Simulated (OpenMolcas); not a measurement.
## Ni3+: ligand-field states by method

Ni3+ with 6 ligands (water) in octahedral coordination (Th) at 1.96 Å. Ligand basis ANO-RCC-VDZP.

```
Program             : OpenMolcas 26.06
Basis               : ANO-RCC-VTZP [6s5p3d2f1g]
Scalar Hamiltonian  : DKH2, point nucleus
Active space        : 7 electrons in 5 orbitals (3d)
State averaging     : 2S+1 = 4 even, 10 roots; 2S+1 = 2 even, 40 roots
Spin-orbit coupling : RASSI with atomic mean-field integrals over the reference wave functions
```

I. CASSCF
II. SS-CASPT2, IPEA 0.25 Eh, imaginary shift 0.1 Eh (closed shells correlated: 3s 3p and the ligand valence shells)
III. SS-CASPT2, IPEA 0.25 Eh, imaginary shift 0.2 Eh (closed shells correlated: 3s 3p and the ligand valence shells)

Spin-free states (labels of O, taken over from Oh, the nearest higher group) in cm-1, each column counted from its own energy of the first state listed:

```tsv
State	Degeneracy	I	II	III
4T1	3	0	0	0
4T2	3	9086	11340	11720
2E	2	12937	2330	2320
4A2	1	19780	27840	27840
2T2	3	21246	14170	14110
2T1	3	21534	12570	12960
4T1	3	27384	25070	25460
2T1	3	27464	16010	16240
2A1	1	29671	24240	25000
2T2	3	31922	24570	25290
2T1	3	34378	28750	29960
2E	2	37072	29030	31460
2T2	3	40845	30600	35700
2T1	3	42043	36640	39190
2E	2	43224	43100	43480
2T2	3	51023	37430	38130
2T1	3	54262	44850	47270
2A2	1	54893	44410	45210
2T2	3	80579	67520	68860
2E	2	80820	66320	67590
```

From I to II, I's first state of the same spin (4T2) moves from 9086 to 11340 cm-1, by about +2300 cm-1.

From I to II, I's first state of another spin (2E) moves from 12937 to 2330 cm-1, by about -11000 cm-1.

I: A least-squares ligand-field fit to the states below 45000 cm-1, each weighted by its degeneracy and with a free common offset, gives 10Dq = 11016 cm-1, B = 1298 cm-1 and C = 4895 cm-1 (C/B = 3.77), with an rms deviation of 330 cm-1. The same method and metal basis give the free ion B = 1428 cm-1 (fit to its terms below 60000 cm-1, rms deviation 19 cm-1), so the nephelauxetic ratio is β = 1298 / 1428 = 0.91; it hangs on how both fits weigh the states, and computed free-ion B values tend to be too large, so β mixes covalency with correlation.

χT at 300 K: I 3.38, II 3.34, III 3.33 cm3 K/mol.

Roots that are degenerate in the reference are averaged as groups; the widest CASPT2 spread within a group is 2900 cm-1 (the 3-fold group of multiplicity 2 near 36600 cm-1 above the lowest state of its run, II). Shifts and gaps below about the spread of the groups concerned are not significant. Over all roots computed the reference weight is 0.61 to 0.71 in II, 0.69 to 0.71 in III; the roots of lowest weight are the least certain, and an intruder state may touch them. An orbital triplet at a regular site is open to Jahn-Teller coupling, which can distort the site and quench the lowest spin-orbit gaps and is left out. This shell can be high or low spin here, a state of another spin lies low, and with metal d orbitals alone active their balance is uncertain, so the ground spin may be wrong. Ligand-to-metal charge-transfer states are missing. With no ligand orbital active B as a rule stays too high, so bands that hang on it stand too high and its fall with covalency is understated. Without dynamic correlation the repulsion within the d shell is too large (B by tens of per cent), so at a given field states of lower spin stand too high (holds for I). With metal d orbitals alone the field can be off either way by tens of per cent (holds for I). A single d shell leaves out the double-shell effect, which counts most for late 3d ions, where the CASPT2 field can be off either way by tens of per cent (holds for II; III). These CASPT2 states fit no ligand-field parameters well, so their order and spin gaps are uncertain (holds for II; III). With one d shell and no ligand orbital active, 10Dq can be off by a tenth or more (holds for II; III). No measured value stands beside these numbers; the geometry is a model, was not optimised and need not be the one that this ion takes.
